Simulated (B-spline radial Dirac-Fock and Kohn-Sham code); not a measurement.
# Energy-loss ionisation edge N1 of Mo

System: the Mo atom, [Kr] 4d5 5s1. Level of theory: the first Born approximation with generalised oscillator strengths from a Dirac-Hartree-Slater potential (longitudinal and transverse terms; continuum final states only, so no white lines or fine structure); a radial finite-basis atomic code. The edge is taken at 63.20 eV (tabulated value).

Input of the calculation (task.json; shells as n, l, electrons):

```json
{"items": [{
  "Z": 42,
  "q": 0,
  "cfg": [[1, 0, 2], [2, 0, 2], [2, 1, 6], [3, 0, 2], [3, 1, 6], [3, 2, 10], [4, 0, 2], [4, 1, 6], [4, 2, 5], [5, 0, 1]],
  "A": 98,
  "rrms": 4.4091,
  "do": "eels",
  "beams": [[60, 5], [60, 10], [60, 20], [80, 5], [80, 10], [100, 5], [120, 10], [120, 20], [120, 100], [200, 5], [200, 50], [200, 100], [300, 10], [300, 20]],
  "edges": {"N1": 63.2}
}]}
```

Run with: `python xray2_run.py task.json out`

Generalised oscillator strength df/dE of the whole subshell in 10⁻³ per eV, against momentum transfer:

```tsv
q (1/a₀)	15 eV above	30 eV above	65 eV above	80 eV above
0.0400	1.65	1.71	1.60	1.50
0.0527	1.65	1.71	1.60	1.50
0.0695	1.65	1.71	1.60	1.50
0.0916	1.64	1.71	1.60	1.50
0.121	1.64	1.70	1.60	1.50
0.159	1.64	1.69	1.60	1.49
0.210	1.64	1.68	1.59	1.49
0.277	1.65	1.66	1.58	1.49
0.365	1.68	1.65	1.56	1.48
0.481	1.78	1.66	1.53	1.46
0.634	2.11	1.78	1.49	1.43
0.836	2.97	2.28	1.44	1.38
1.10	4.92	3.77	1.48	1.35
1.45	8.23	7.19	2.06	1.53
1.91	11.1	12.1	4.43	2.85
2.52	9.53	13.2	8.94	6.63
3.33	3.90	6.97	9.03	8.57
4.39	0.518	1.30	2.93	3.44
5.78	0.0116	0.0563	0.213	0.294
7.62	0.00225	0.00273	0.00356	0.00398
10.0	0.00285	0.00394	0.00676	0.00784
13.2	0.000733	0.000971	0.00155	0.00182
17.5	9.92e-06	1.29e-05	2.15e-05	2.57e-05
23.0	2.78e-05	3.38e-05	4.56e-05	5.09e-05
30.3	8.83e-06	1.07e-05	1.48e-05	1.67e-05
40.0	4.16e-07	5.01e-07	7.03e-07	7.94e-07
```

As q goes to zero the values tend to the optical oscillator strength. At 80 eV above the edge the largest value on this grid is at q = 3.33 per a₀; a free electron at rest would take up the loss of 143 eV at q = 3.24 per a₀, where the Bethe ridge forms once the loss is well above the edge energy.
